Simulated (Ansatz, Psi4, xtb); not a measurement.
# A ladder of methods for Si2H4OF2 (SMILES O[SiH](F)[SiH2]F)

Si2H4OF2 has 9 atoms, charge 0, and is taken as a singlet. SMILES: `O[SiH](F)[SiH2]F`. The shape is that of a PBE0-D4/def2-TZVP optimisation. This is one conformer, not always the lowest.

```tsv
atom	x (Å)	y (Å)	z (Å)
O	0.8443	1.7667	-0.4850
Si	0.9694	0.1378	-0.4531
F	0.9867	-0.4597	-1.9385
Si	-0.8940	-0.7724	0.6683
F	-2.1339	0.2026	0.3338
H	-0.0142	2.1549	-0.6651
H	2.2846	-0.1639	0.1538
H	-1.2530	-2.1439	0.2266
H	-0.7015	-0.7683	2.1423
```

Quantity: the dipole moment, in D. The values are calculated.

```
                               level            kind  program  value (D)
                            GFN2-xTB  semi-empirical      xtb       1.23
                            GFN0-xTB  semi-empirical      xtb       1.17
                            GFN1-xTB  semi-empirical      xtb       1.29
                         PBE/cc-pVDZ             GGA   Ansatz       0.88
                         PBE/cc-pVTZ             GGA   Ansatz       0.87
                         PBE/pcseg-2             GGA   Ansatz       1.04
                     PBE/aug-cc-pVTZ             GGA   Ansatz       1.02
r2SCAN-D4/def2-SVP (density fitting)        meta-GGA     Psi4       0.93
```

The values span 0.87 to 1.29 D. Magnitudes only.
